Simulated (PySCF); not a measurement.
# Cadmium: a sound run and one with changed settings

Sound run: Cd [Kr] 4d10 5s2, Cd⁺ [Kr] 4d10 5s1. Computed with PySCF 2.14 in cc-pVTZ-PP with ECP28MDF, with a scalar-relativistic core potential. The sound run starts from symmetry-adapted Hartree-Fock orbitals and uses a fine grid where one is needed.

Changed run: initial guess 1e, at most 5 SCF cycles. This setting is unsound on purpose.

```
species  method  sound run (hartree)  changed run (hartree)  converged
     Cd     UHF           -166.83876             -166.83787         no
     Cd     LDA           -167.45027             -167.44643         no
     Cd    MN15           -167.39320             -167.39021         no
    Cd⁺     UHF           -166.56836             -166.56791         no
    Cd⁺     LDA           -167.10105             -167.10072         no
    Cd⁺    MN15           -167.05831             -167.05743         no
```

The SCF was stopped early; the energies are upper bounds that still move, and correlated levels were skipped or rest on poor orbitals.
